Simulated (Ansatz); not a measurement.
Ga(F)(Cl)(vinyl) (C₂H₃ClFGa), SMILES C=[CH][Ga]([F])[Cl].

The structure is a stationary point at ωB97X-D3(BJ)/def2-SVP. The structure was generated by enumeration; whether it is a known compound was not checked. The values are those of a single conformer.

Two levels are set side by side: PBE/def2-SVPD (Ansatz, an electronic-structure program) and CAM-B3LYP/def2-SVPD (Ansatz). Energy differences of separate SCF runs at the same geometry; the states with an electron removed or added have multiplicity 2 and 2. Differences are taken from unrounded values.

```tsv
quantity	PBE
vertical ionisation energy (eV)	10.67
vertical singlet–triplet gap (eV)	4.15
```

**Question.** These are the PBE values. What does CAM-B3LYP give? (An estimate is asked for; the answer gives what the named calculation found.)

**Answer.** 
```
quantity                           CAM-B3LYP  PBE minus CAM-B3LYP
---------------------------------  ---------  -------------------
vertical ionisation energy (eV)        11.12                -0.45
vertical singlet–triplet gap (eV)       4.09                 0.05
```
